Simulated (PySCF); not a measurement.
## ZrH₃⁺, singlet: molecular constants

All numbers come from PBE0/[Zr def2-TZVP with ECP28, H def2-TZVP], scalar-relativistic core potentials, density fitting, no spin–orbit coupling, PySCF.

The structure is a minimum.

```xyz
4
charge 1 multiplicity 1, angstrom
Zr    0.0000    0.0000    0.0227
H     1.6465    0.0000   -0.6738
H    -0.8233    1.4259   -0.6738
H    -0.8233   -1.4259   -0.6738
```

- Point group: C3v
- Bond lengths: Zr–H 1.788 Å (×3)
- Bond angles: H–Zr–H 105.8° (×3)
- Highest occupied level: -14.77 eV
- Heat capacity Cp at 298.15 K: 49.7 J/(mol K)
- Principal polarisabilities: 24.8, 43.7, 43.7 bohr³
- Lowest empty level: -9.21 eV
- Enthalpy at 298.15 K above 0 K: 11.82 kJ/mol
- Principal quadrupole moments (Buckingham, traceless) about the centre of mass: -2.45, -2.45, 4.91 D Å
- Rotational symmetry number: 3
- Rotational constants: 3.055, 3.055, 2.057 cm⁻¹
- Entropy at 298.15 K and 1 bar: 236.8 J/(mol K)
- Dipole moment about the centre of mass: 3.23 D
- Zero-point energy: 41.8 kJ/mol

Harmonic modes (masses in u: Zr 89.905, H 1.008):
| symmetry | ω (cm⁻¹) | IR (km/mol, summed over degenerate members) | μ (u) |
| --- | --- | --- | --- |
| a1 | 415 | 152 | 1.04 |
| e | 514 | 74.8 | 1.02 |
| e | 1836 | 342 | 1.02 |
| a1 | 1866 | 20.6 | 1.01 |

In C3v the vibrations span 2a1 + 2e.

Charges (e):
```
  atom  Mulliken  Löwdin  polar tensor  Mayer order to Zr1
   Zr1      1.04    1.12          1.81                   –
H2,3,4     -0.01   -0.04         -0.27                0.99
```

Mulliken populations on Zr1 (electrons outside its core potential): s 2.73, p 6.25, d 1.95, f 0.02.

Formally Zr is in oxidation state +4, d0. A d0 centre has no lone pair, yet it is C3v rather than trigonal planar: covalent bonding through the d orbitals favours lower symmetry. The polar-tensor charge on Zr, 1.81, is far below the formal one.

Other isomers or separated fragments may lie lower.

The final relaxation and frequency run took of the order of 17 core-seconds on a shared host.
